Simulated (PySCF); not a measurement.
**Correlation energy of Ne⁺ (neon, charge +1)**

[He] 2s1 2p6, 2S determinant (an excited configuration). Computed with PySCF 2.14 in aug-cc-pwCVQZ, with the non-relativistic Hamiltonian (point nucleus). Frozen: 1s2; 7 electrons correlated.

MP2 pair energies summed by pair of shells (mhartree):

| pair | energy | share (%) |
| --- | --- | --- |
| 2p-2p | -262.97 | 86.8 |
| 2s-2p | -40.16 | 13.2 |

Total MP2 correlation energy: -303.12 mhartree.

Same-spin part -63.54 and opposite-spin part -239.58 mhartree; SCS-MP2 scales them by 1/3 and 6/5 to -308.68 mhartree.
